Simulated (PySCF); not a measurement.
# TlN: energy against distance

Set-up: Tl aug-cc-pVDZ-PP with ECP60, N aug-cc-pVDZ; scalar-relativistic core potentials (PySCF 2.14). Energies in eV from Tl + N in their ground configurations at the same level. State: ³Σ⁻ (triplet), unpaired electrons π ↑↑.

Curves on a restricted Hartree–Fock reference rise too fast on stretching and do not dissociate correctly.

```csv
R (Å),ROHF-CCSD
2.099,-0.868
2.192,-1.078
2.262,-1.155
2.332,-1.181
2.402,-1.168
2.495,-1.110
2.612,-0.992
2.752,-0.819
```

Question: Put a parabola through the three lowest points of the ROHF-CCSD curve and estimate Re, k and ωe (reduced mass 13.11 u; 1 eV/Å² = 0.16022 mdyn/Å; ωe = 1302.8·√(k/μ) cm⁻¹).

Answer: Through R = 2.262, 2.332, 2.402 Å the second-order coefficient is 3.98 eV/Å², so Re ≈ 2.344 Å, k ≈ 1.28 mdyn/Å and ωe ≈ 406 cm⁻¹. A polynomial fit of higher order to the unrounded ROHF-CCSD energies gives Re = 2.341 Å, k = 1.20 mdyn/Å, ωe = 393 cm⁻¹; anharmonicity and rounding make the difference.

The higher-order fit for each curve: ROHF-CCSD: Re = 2.341 Å, ωe = 393 cm⁻¹, De = 1.18 eV.

Correlated steps freeze 5 core orbitals. Correlated levels converge slowly with the basis: in double zeta they bind strong bonds too weakly, by up to about 1 eV, and carry superposition errors of some tenths. These are scalar-relativistic numbers at best; spin–orbit coupling would shift them, the dissociation energy most. The state is the lowest determinant that a PBE0 search found; another state may lie lower at other levels.
